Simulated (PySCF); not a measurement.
# Simulated absorption spectrum

Compound: C5H9O2P.
SMILES with atom numbers: `[CH2:1]=[CH:2][CH2:3][P@@:4](=[O:5])([OH:6])[CH:7]=[CH2:8]` (hydrogens: H9, H10 on C1; H11 on C2; H12, H13 on C3; H14 on O6; H15 on C7; H16, H17 on C8)

Theory: PySCF 2.14.0, density-fitted response routines, TDDFT PBE0/def2-SVPD, vertical, gas phase, core orbitals frozen in the response. Geometry: GFN2-xTB, one conformer, isolated molecule. Torsions of this conformer, `[CH2:1]=[CH:2][CH2:3][P@@:4](=[O:5])([OH:6])[CH:7]=[CH2:8]`: C1–C2–C3–P4 -111°, C2–C3–P4–O5 -50°, C3–P4–C7–C8 123°, H–O6–P4–C3 -129°.

Each state is given a Gaussian of 0.4 eV full width at half maximum, with ε(max) = 2.175×10⁸ f / Δν̃ (Δν̃ the width in cm⁻¹). The width is an assumption, not a result. The curve ends short of the highest state used, and states not computed would add to its high-energy end.

| λ (nm) | ε (L mol⁻¹ cm⁻¹) |
| --- | --- |
| 181.8 | 17103 |
| 183.3 | 17691 |
| 184.7 | 16765 |
| 186.2 | 14487 |
| 187.7 | 11495 |
| 189.2 | 8456 |
| 190.7 | 5852 |
| 192.2 | 3899 |
| 193.7 | 2586 |
| 195.2 | 1775 |
| 196.7 | 1296 |
| 198.2 | 1006 |
| 199.7 | 808 |
| 201.1 | 665 |
| 202.6 | 545 |
| 204.1 | 467 |
| 205.6 | 447 |
| 207.1 | 504 |
| 208.6 | 649 |
| 210.1 | 882 |
| 211.6 | 1192 |
| 213.1 | 1550 |
| 214.6 | 1914 |
| 216.0 | 2219 |
| 217.5 | 2464 |
| 219.0 | 2593 |
| 220.5 | 2590 |
| 222.0 | 2461 |
| 223.5 | 2227 |
| 225.0 | 1925 |
| 226.5 | 1591 |
| 228.0 | 1260 |
| 229.5 | 958 |
| 231.0 | 700 |
| 232.4 | 505 |
| 233.9 | 343 |
| 235.4 | 226 |
| 236.9 | 143 |
| 238.4 | 88 |
| 239.9 | 53 |
| 241.4 | 30 |
| 242.9 | 17 |
| 244.4 | 9 |
| 245.9 | 5 |

(1) Where are the band maxima, and which computed states make them?

(2) Coming from long wavelengths, where does ε first pass 100 L mol⁻¹ cm⁻¹?

(3) Does any computed singlet lie in the visible range?

(4) On this curve, what absorbance would a 10⁻⁴ mol/L sample give at 222 nm over a 1 cm path?

Results:

(1) 220 nm (5.64 eV), ε about 2600, made up of S1 (100%); 183 nm (6.77 eV), ε about 18000, made up of S4 (95%) (ε in L mol⁻¹ cm⁻¹; maxima over ε = 5, shares over 10%). The states used: S1 5.64 eV (f 0.039); S2 6.28 eV (f 0.010); S3 6.58 eV (f 0.011); S4 6.77 eV (f 0.250); S5 7.01 eV (f 0.016); S6 7.27 eV (f 0.019); S7 7.37 eV (f 0.129); S8 7.42 eV (f 0.219).

(2) At about 238 nm (5.21 eV), 0.43 eV below S1.

(3) No computed singlet lies in the visible range (380 to 750 nm); the lowest, at 220 nm, stands 2.38 eV above its violet end (3.26 eV).

(4) 222 nm is 5.585 eV, where ε is about 2500 L mol⁻¹ cm⁻¹, so A = ε c l ≈ 0.25 (Beer–Lambert, with the gas-phase spectrum and the assumed width).

Rough CPU time on one thread of a shared machine: about 2.4 min (grids of density and orbitals included).
